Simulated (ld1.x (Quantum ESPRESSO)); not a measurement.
## beryllium (Be), ultrasoft: configuration errors across variants

- Element: Be (Z = 4)
- Generator: ld1.x (Quantum ESPRESSO) 7.5
- Type: ultrasoft
- Functional: BP86
- Relativity: scalar-relativistic
- Frozen core: none
- Valence charge: 4
- Reference configuration: 1s2 2s2 2p0
- Partial waves: 1s (bound): rcut 0.65, rcutus 0.75 bohr; 2s (bound): rcut 0.65, rcutus 0.75 bohr; 2p (bound, empty): rcut 3.25, rcutus 3.55 bohr; 2p channel at 0.9 Ry: rcut 3.25, rcutus 3.55 bohr
- Local potential: all-electron potential smoothed inside 1.05 bohr (lloc = -1)
- Core correction: none
- Augmentation charge: PSQ, radius 0.55 bohr

All-electron excitation energies from the reference (eV): (1) 1s2 2s1 2p0 9.640; (2) 1s2 2s0 2p0 27.504; (3) 1s2 2s1.5 2p0 3.807; (4) 1s2 2s1 2p1 3.629; (5) 1s2 2s0 2p1 13.591; (6) 1s1 2s2 2p0 128.510; (7) 1s2 2s0 2p2 7.280.

The overlap operator is not positive definite (basis up to 400 Ry) in “base”, “augmentation PSQ, inside the norm-conserving radii”, “waves 1s (bound): rcut 0.65, rcutus 0.72 bohr; 2s (bound): rcut 0.65, rcutus 0.72 bohr”, “local potential all-electron potential smoothed inside 2.06 bohr (lloc = -1)”, “local potential all-electron potential smoothed inside 0.95 bohr (lloc = -2)”. Such files are unfit for use, however small their errors in these radial tests.

3 further variants failed, have other tests or another functional or relativity, and are left out.

A true bound ghost makes a file unfit for plane-wave use even where its test errors are small: the radial tests pick states by their node count and pass the ghost by.

The file “type TM; waves now 1s (bound): rc 0.75 bohr; 2p (bound): rc 3.55 bohr; local potential the p channel” misses its own reference levels by 0.7 eV.

Errors AE − PS in meV (a dash: test not solved or not reliable):

| change | (1) | (2) | (3) | (4) | (5) | (6) | (7) | bound ghosts |
| --- | --- | --- | --- | --- | --- | --- | --- | --- |
| base | +0.2 | +0.9 | +0.1 | +246 | +140 | +563 | +888 | not determined (overlap not positive) |
| all radii scaled by about 1.09 (s 0.82, p 3.88 bohr, rcut 0.72/3.56); local potential all-electron potential smoothed inside 1.16 bohr (lloc = -1); augmentation PSQ, radius 0.60 bohr | +20 | +165 | +3.0 | – | – | – | – | none |
| augmentation PSQ, inside the norm-conserving radii | +0.5 | +3.7 | +0.1 | +5.3 | -144 | +865 | +12 | not determined (overlap not positive) |
| waves 2p (bound): rcut 3.25, rcutus 4.52 bohr; 2p channel at 0.9 Ry: rcut 3.25, rcutus 4.52 bohr | +0.2 | +0.9 | +0.1 | +184 | +570 | +563 | +804 | none |
| waves 1s (bound): rcut 0.65, rcutus 0.72 bohr; 2s (bound): rcut 0.65, rcutus 0.72 bohr | +0.2 | +1.6 | +0.1 | +246 | +141 | +509 | +887 | not determined (overlap not positive) |
| local potential all-electron potential smoothed inside 2.06 bohr (lloc = -1) | -0.1 | +0.6 | 0.0 | +280 | +558 | +471 | +1101 | not determined (overlap not positive) |
| type TM; waves now 1s (bound): rc 0.75 bohr; 2p (bound): rc 3.55 bohr; local potential the p channel | -927 | -2161 | -409 | -726 | -1899 | -222 | -1509 | none |
| local potential all-electron potential smoothed inside 0.95 bohr (lloc = -2) | +0.2 | +0.9 | +0.1 | +246 | +149 | +558 | +885 | not determined (overlap not positive) |

Give the same row for: wave 2p channel at 0.9 Ry: rcut 3.25, rcutus 3.55 bohr becomes 2p channel at 5.5 Ry: rcut 3.25, rcutus 3.55 bohr.

+0.2, +0.9, +0.1, +96, -348, +563, +188; bound ghosts: p.
